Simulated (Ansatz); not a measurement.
Reaction (formal hydrolysis of the Si–Cl bond): `N[Si]1(Cl)CN1` + H₂O → `N[Si]1(O)CN1` + HCl

Computed with Ansatz on PBE0-D4/def2-TZVP structures; ΔE is electronic, products minus reactants. CCSD(T)/CBS adds triple-zeta CCSD(T) − MP2 to the extrapolated MP2 energy (def2 sets, frozen cores). This one scheme is used for every species. DFT in def2-TZVPP. One conformer a species, not always the lowest.

`N[Si]1(Cl)CN1`:

```xyz
10

N     1.683   -0.728    0.332
Si    0.395    0.235   -0.167
Cl    1.230    1.894   -1.029
C    -1.307    0.397    0.454
N    -0.996   -0.488   -0.743
H     1.544   -1.654    0.699
H     2.609   -0.365    0.471
H    -1.734   -0.138    1.301
H    -1.837    1.326    0.239
H    -1.587   -0.479   -1.557
```

H₂O:

Z-matrix (Å, degrees):
```
O
H 1 0.960
H 1 0.960 2 105.1
```

`N[Si]1(O)CN1`:

```xyz
11

N     0.054    1.168   -1.379
Si   -0.282    0.134   -0.074
O    -1.882    0.236    0.261
C     0.547   -1.375    0.498
N     0.950   -0.013    1.058
H    -0.542    1.199   -2.189
H     1.013    1.371   -1.604
H    -2.268    1.112    0.199
H    -0.009   -2.021    1.178
H     1.358   -1.904   -0.001
H     1.060    0.093    2.053
```

HCl:

```xyz
2

Cl    0.392    0.504   -0.029
H    -0.392   -0.504    0.029
```

CCSD(T)/CBS gives +4.7 kJ/mol.

(1) Another level gave -4.9 kJ/mol. Which?
A. B2PLYP/def2-TZVPP
B. MP2/def2-TZVPP
C. HF/def2-TZVPP
D. PBE0-D4/def2-TZVPP

Largest T1 diagnostic among the species: 0.011.

Results:

(1) C. HF/def2-TZVPP -4.9, B2PLYP -0.8, PBE0-D4 7.9, MP2/def2-TZVPP 3.6 kJ/mol.

In def2-TZVPP, CCSD(T) changes the Hartree–Fock value by +3.3 kJ/mol (the triples alone add +1.4 kJ/mol) and MP2 by +8.5 kJ/mol. The D4 term adds +3.4 kJ/mol with B3LYP and +1.8 kJ/mol with PBE0; it sums over pairs of atoms, weighted by their polarisabilities, and B3LYP, whose exchange is more repulsive, gets the larger term.

CCSD(T)/CBS has its own doubt, a few kJ/mol and more with outer-core shells, so smaller differences from it don't rank the levels.

B3LYP here is the variant with VWN-RPA as its local correlation; programs differ in this.
